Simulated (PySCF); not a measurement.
Zn(OH)(OSiH3), H4O2SiZn, SMILES [Zn]([OH])[O][SiH3] (B3LYP/def2-SVP optimised geometry):

```
8

Zn    -2.531    -1.820    -2.116
O     -3.845    -2.477    -3.106
H     -4.717    -2.414    -2.696
O     -1.074    -1.237    -1.306
Si    -0.516    -0.409     0.000
H     -0.977     1.018     0.000
H      0.977    -0.409     0.000
H     -0.977    -1.018     1.291
```

Computed with B3LYP/def2-TZVP (PySCF).

**Question.** What are the frontier orbital energies and the dipole moment?

**Answer.** HOMO-2 -8.57 eV, HOMO-1 -8.28 eV, HOMO -8.03 eV, LUMO -1.74 eV, LUMO+1 -0.18 eV; dipole moment 1.76 D.

On the same geometry PBE/def2-TZVP (PySCF 2.14.0) gives HOMO-2 -7.26 eV, HOMO-1 -7.08 eV, HOMO -6.74 eV, LUMO -2.32 eV, LUMO+1 -0.65 eV; dipole moment 1.70 D.

Meta-Löwdin charges at B3LYP/def2-TZVP: Zn1 1.32, O2 -0.97, H3 0.34, O4 -1.05, Si5 0.77, H6 -0.14, H7 -0.13, H8 -0.14.
